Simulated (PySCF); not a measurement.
SMILES c1(F)cccc(c1)-c1cccs1 (GFN2-xTB optimised geometry):

```
19

F     -1.878     3.385     0.000
C     -1.859     2.034     0.000
C     -3.060     1.348     0.000
C     -3.018    -0.036     0.000
C     -1.808    -0.702     0.000
C     -0.598    -0.002     0.000
C      0.666    -0.709     0.000
C      1.939    -0.201     0.000
C      2.939    -1.192     0.000
C      2.428    -2.451     0.000
S      0.713    -2.451     0.000
C     -0.638     1.394     0.000
H     -3.992     1.890     0.000
H     -3.939    -0.598     0.000
H     -1.791    -1.782     0.000
H      2.164     0.850     0.000
H      3.992    -0.976     0.000
H      2.953    -3.385     0.000
H      0.263     1.984     0.000
```

Level of theory: PBE0/def2-SVP run with PySCF 2.14.0.

What are the frontier orbital energies and the dipole moment?

HOMO-2 -7.52 eV, HOMO-1 -7.30 eV, HOMO -6.33 eV, LUMO -1.40 eV, LUMO+1 -0.24 eV; dipole moment 1.40 D.

Meta-Löwdin charges at PBE0/def2-SVP: F1 -0.26, C2 0.29, C3 -0.15, C4 -0.09, C5 -0.13, C6 0.02, C7 -0.11, C8 -0.14, C9 -0.13, C10 -0.23, S11 0.25, C12 -0.15, H13 0.12, H14 0.12, H15 0.11, H16 0.12, H17 0.12, H18 0.13, H19 0.12.
